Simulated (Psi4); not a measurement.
## InH2OF: a line through the functionals

InH2OF: 5 atoms, total charge 0, spin state singlet. As SMILES, `[OH][InH][F]`. The coordinates come from a PBE0-D4/def2-TZVP relaxation. This is a higher conformer, about 10 kJ/mol above the lowest found by a separate search.

The electronic atomisation energy y, in eV, basis def2-SVP with a core potential; a is the functional's share of exact exchange. Programs: Psi4 1.11.

| functional | program | a | y (eV) |
| --- | --- | --- | --- |
| revPBE | Psi4 | 0 | 14.06 |
| r2SCAN | Psi4 | 0 | 14.50 |
| TPSSh | Psi4 | 0.1 | 14.29 |
| B3LYP | Psi4 | 0.2 | ? |
| PBE0 | Psi4 | 0.25 | 14.06 |
| BHLYP | Psi4 | 0.5 | 13.32 |

Problem. Fit y = c + s·a to the known rows and predict B3LYP.

Solution. 
1. Means of the 5 rows: a = 0.1700, y = 14.046.
2. Σ(Δa)² = 0.178, Σ(Δa·Δy) = -0.3351, so the slope is -0.3351/0.178 = -1.8826.
3. Intercept: 14.046 − (-1.8826) × 0.1700 = 14.366. The largest residual of the fit is 0.31.
4. B3LYP: 14.366 + (-1.8826) × 0.2 = 13.99 eV.

The run gave 14.13 eV, so the prediction is off by -0.14 eV, within the largest residual. The rows mix families of semi-local functionals, which the line can't see. Spin-orbit coupling is left out.
